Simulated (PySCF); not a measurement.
# Relative stability

The two ends of one reaction step of CH₉GeN, singlet (PBE0-D4/def2-TZVP).

A:

Ge1  (-1.359, -0.486, 0.257)
H2  (-0.828, -1.547, -0.725)
H3  (-2.663, -1.034, 0.875)
H4  (-1.722, 0.780, -0.543)
C5  (-0.052, -0.092, 1.646)
H6  (1.719, -0.307, -1.889)
N7  (1.431, 0.591, -1.519)
H8  (-0.444, 0.659, 2.334)
H9  (0.187, -0.993, 2.212)
H10  (0.849, 0.288, 1.165)
H11  (0.699, 0.940, -2.126)
H12  (2.219, 1.220, -1.610)
(Å)

B:

```csv
atom,x (Å),y (Å),z (Å)
Ge1,-0.7363,0.7935,-0.0101
H2,0.5010,-2.9922,-0.8684
H3,-2.0550,0.0284,-0.2259
H4,-1.0548,2.3088,0.0731
C5,0.1901,0.2219,1.6021
H6,0.5329,-2.2649,-1.0470
N7,0.3427,0.3492,-1.4440
H8,-0.4182,0.4193,2.4857
H9,0.4014,-0.8463,1.5461
H10,1.1336,0.7607,1.7070
H11,-0.1013,0.4762,-2.3436
H12,1.2238,0.8457,-1.4604
```

PySCF 2.14 with density fitting (its default auxiliary sets; JK sets also for MP2 and CCSD(T)); basis: def2-TZVPP; cores frozen in the correlated methods. Filled d shells of the heavier atoms are correlated. The def2 sets are not built for correlating such inner shells, so the correlated values are less sure here. B3LYP uses VWN-RPA correlation.

(1) Which structure is lower at CCSD(T), and by how much? (An estimate is asked for; the value comes from the calculation.)

The T1 diagnostic stays at or below 0.010.

Results:

(1) The calculation gives: A, by 24.8 kJ/mol (electronic energy, against the other). By their contacts, A is a complex of CH₆Ge ([CH3][GeH3]) + NH₃ and B is a complex of CH₇GeN ([CH3][GeH2][NH2]) + H₂.

All methods give the same order:

| method | E(B) − E(A) (kJ/mol) |
| --- | --- |
| SPW92 | 30.8 |
| PBE-D4 | 26.7 |
| r2SCAN-D4 | 25.4 |
| PBE0-D4 | 29.1 |
| B3LYP-D4 | 26.6 |
| BHLYP-D4 | 29.3 |
| wB97M-V | 27.4 |
| HF | 33.8 |
| MP2 | 18.6 |
| CCSD | 27.5 |
| CCSD(T) | 24.8 |

Labels in which every atom is bracketed show which atoms are joined, not bond orders.

For scale, one of the runs: CCSD(T)/def2-TZVPP, 236 basis functions, launched by `OMP_NUM_THREADS=4 python run.py`. The run took 28 min on 4 CPU threads of an Intel Xeon (shared host), with 5.1 GiB of host memory at its peak.
